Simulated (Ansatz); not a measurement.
Basis-set extrapolation for CH7NO2Si, SMILES `N[SiH2]OCO` (PBE0-D4/def2-TZVP geometry, frozen core, Ansatz). Multiplicity 1, RHF reference.

```json
{"": "HF", "def2-TZVPP": "-535.243918", "def2-QZVPP": "-535.265507"}
{"": "MP2 correlation", "def2-TZVPP": "-0.986036", "def2-QZVPP": "-1.061291"}
{"": "CCSD(T) correlation", "def2-TZVPP": "-1.058574", "def2-QZVPP": "not run"}
```

Energies in hartree. Use E(X) = E(∞) + A·exp(−7.88·√X) for Hartree–Fock and E(X) = E(∞) + B·X^(−2.97) for correlation, with X = 3 and 4, and add CCSD(T) minus MP2 of the smaller set to the MP2 limit.

What is the CCSD(T) energy at the basis-set limit?

HF limit: -535.265507 + (-0.021589) × 0.13774 = -535.26848. MP2 limit: -1.061291 + (-0.075255) × 0.74074 = -1.11704. Higher-order term: -1.058574 − (-0.986036) = -0.07254. Total: -536.45806 hartree, 408.4 kJ/mol below CCSD(T)/def2-TZVPP.
